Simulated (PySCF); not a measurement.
SMILES C=C/C=C\N (C₄H₇N) at its GFN2-xTB optimised geometry (Å):

```
12

C      1.4860    -1.6090    -0.0119
C      0.7444    -0.5031     0.0000
C     -0.6953    -0.5031     0.0000
C     -1.4865     0.5825     0.0000
N     -1.0808     1.8945    -0.0907
H      2.5617    -1.5759    -0.0063
H      1.0352    -2.5874    -0.0309
H      1.2418     0.4593     0.0105
H     -1.1702    -1.4731     0.0029
H     -2.5617     0.4605    -0.0003
H     -0.1075     2.0707     0.1018
H     -1.7081     2.5874     0.2823
```

Computed with PBE/def2-TZVP (PySCF). Cells within 0.4 Å of a nucleus heavier than hydrogen are left out (blank, or x).

Map of the LUMO amplitude (bohr^(-3/2)) on the plane z = 0.0 Å; orbital energy -1.14 eV, overall sign arbitrary:

```
|5555555555555555555555555555555|
|5555555555555555555555555555555|
|5555555544444555555555555555555|
|5555554444444444444555555555555|
|5555554444444544444455555555555|
|5555544443445544444445555555555|
|5555544433356554334444555555555|
|5555544433368753333444555555555|
|5555544444589841223344555555555|
|55555544556xx520123344555555555|
|55555555555xx232233444555555555|
|5555555555532343334445555555555|
|5555555555554444444555555555555|
|5555554445xx5555555555555555555|
|5555554444xx5555566665555555555|
|5555554444555555677765555555555|
|555555555555xxx56xx665555555555|
|555555555555xxx54xx555555555555|
|5555555555555555444555555555555|
|5555555555555555545xx5555555555|
|5555555555555555556xx6555555555|
|5555555555555555566886655555555|
|5555555555555555566776655555555|
|5555555555555555666666555555555|
|5555555555555555566666555555555|
|5555555555555555566655555555555|
|5555555555555555555555555555555|
|5555555555555555555555555555555|
|5555555555555555555555555555555|
|5555555555555555555555555555555|
|5555555555555555555555555555555|
```
Scale: ten equal steps from -0.021 (start of '0') to 0.017 (end of '9'), in the order '0123456789'; x runs from -5.00 to 5.00, y from -5.00 (bottom) to 5.00 (top).
